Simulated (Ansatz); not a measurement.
A search over several starts for the lowest SCF solution of the cluster Ir₄ at the given spin, in a small basis.

```yaml
crystal:
  periodic: [false, false, false]
  atoms:
    - {symbol: Ir, position_ang: [-0.555717, -0.897563, 0.804251]}
    - {symbol: Ir, position_ang: [1.733928, -0.064801, 0.846417]}
    - {symbol: Ir, position_ang: [-1.225303, -0.300440, -1.461336]}
    - {symbol: Ir, position_ang: [0.047092, 1.262803, -0.189331]}
basis:
  gaussian: {orbitals: def2-SVP, initial_orbitals: start.molden}
magnetization: {spin_polarized: true, initial_magnetization: 4}
hamiltonian: {xc: pbe0, dispersion: d4}
output: {orbitals: {seedname: orbitals}}
```

The file start.molden holds the orbitals of an earlier run on this structure, at another level or in another basis.

```sh
$ ansatz run in.yaml --threads 4 --pin off --events-out ev --progress --plain --max-ram 3916MiB
```

Output, abridged:

```
Functional definition: PBE0
1280 factors; integrals over basis functions are off by at most 5.4e-4 eV
mean field evaluation 1: about -11352.3769 eV, gradient 3.5e0 eV
mean field evaluation 2: about -11352.5431 eV, gradient 4.9e-1 eV
mean field evaluation 4: about -11352.8855 eV, gradient 1.1e-1 eV
mean field evaluation 8: about -11352.8861 eV, gradient 8.3e-5 eV
mean field evaluation 16: about -11352.8861 eV, gradient 1.6e-5 eV
mean field evaluation 32: about -11352.7716 eV, gradient 5.4e-1 eV
mean field evaluation 64: about -11352.8733 eV, gradient 5.5e-1 eV
mean field evaluation 96: about -11352.5876 eV, gradient 4.4e0 eV
mean field -11352.88610920 eV, -417.2108692507 hartree, gradient 5.5e-6 eV, S^2 6.369305; 11 other end points of the search recorded, 0 dependent functions left out
reference -11352.88613763 eV, -417.2108702952 hartree; 36, 32 occupied and 92, 96 virtual orbitals, 1280 factors
Total energy: -11353.11098871 eV, -417.2191334202 hartree
```

It took 51 s on 4 threads of Arm Neoverse V1 on a shared host, peak host memory 0.69 GiB.

Other converged states that the search met: 0.05 eV higher (⟨S²⟩ = 6.50).

In the def2 sets Ir takes a core potential; there is no spin–orbit coupling. The charge 0 quintet is spin-contaminated (final ⟨S²⟩ up to 6.37, 6.00 for a pure state). The geometry of the quintet was relaxed on an unsound state (⟨S²⟩ 6.35, where a pure state has 6.00). The structure comes from a short search, and lower isomers may exist.
